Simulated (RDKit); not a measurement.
RDKit input (UFF):

```python
from rdkit import Chem
from rdkit.Chem import AllChem, rdDetermineBonds

mol = Chem.MolFromXYZFile('mol.xyz')
rdDetermineBonds.DetermineBonds(mol, charge=0)
print('SMILES', Chem.MolToSmiles(Chem.RemoveHs(mol)))
ff = AllChem.UFFGetMoleculeForceField(mol)
e0 = ff.CalcEnergy()
flag = ff.Minimize(maxIts=5000, forceTol=1e-5)
print(f'energy {e0:.4f} -> {ff.CalcEnergy():.4f} kcal/mol, converged: {flag == 0}')
print(Chem.MolToXYZBlock(mol))
```
mol.xyz:
```
13

C     -2.62452800    -0.16961000     1.17374500
C     -1.48294600     0.74248400     0.72649400
C     -0.14734500     0.02515600     0.57200200
Se    -0.31196700    -1.40527600    -0.80030600
Se     1.34866800     1.26516900     0.22814400
H     -3.53009200     0.41429100     1.34479500
H     -2.37489100    -0.68421800     2.10403900
H     -2.85697400    -0.92960100     0.42628900
H     -1.73810100     1.22949900    -0.21806800
H     -1.34206400     1.54029700     1.45922700
H      0.13667000    -0.45685300     1.50610200
H      1.13639100    -1.62581500    -0.91161500
H      0.85013300     1.68784200    -1.09072200
```

Output:

```
SMILES CCC([SeH])[SeH]
energy 7.0539 -> 1.7233 kcal/mol, converged: True
13

C     -2.587751   -0.166458    1.198832
C     -1.466037    0.748130    0.708779
C     -0.144501   -0.006400    0.520301
Se    -0.237200   -1.230894   -0.998592
Se     1.307249    1.261166    0.218306
H     -3.507751    0.432910    1.364029
H     -2.302828   -0.647961    2.158451
H     -2.812343   -0.951191    0.446623
H     -1.769401    1.224354   -0.248551
H     -1.321391    1.552594    1.462146
H      0.094668   -0.586394    1.437190
H      1.161090   -1.782810   -0.679603
H      0.649152    1.786320   -1.067785
```

The geometry given is a B3LYP-D3(BJ)/def2-TZVP minimum.
